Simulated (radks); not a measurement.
Q: The barium ion Ba4+ is in [Kr] 4d10 5s2 5p(1/2: 2, 3/2: 2). Method: Dirac Kohn-Sham, PBE, spin-unpolarised, spherical densities, finite nucleus; Fermi nuclear charge, rms radius of each element as measured or else 0.836 A^(1/3) + 0.57 fm; computed with a radial shooting solver on a logarithmic mesh with Libxc functionals. Sub-shells are occupied by j as written (lower j first in brackets). One electron is removed from 4d5/2, 5s1/2, 5p3/2, 5p1/2 in turn, with full relaxation. Which removal costs least, and what does each cost?

A: 5p3/2 59.119 eV; 5p1/2 61.798 eV; 5s1/2 76.842 eV; 4d5/2 139.19 eV. The 5p3/2 electron leaves first.
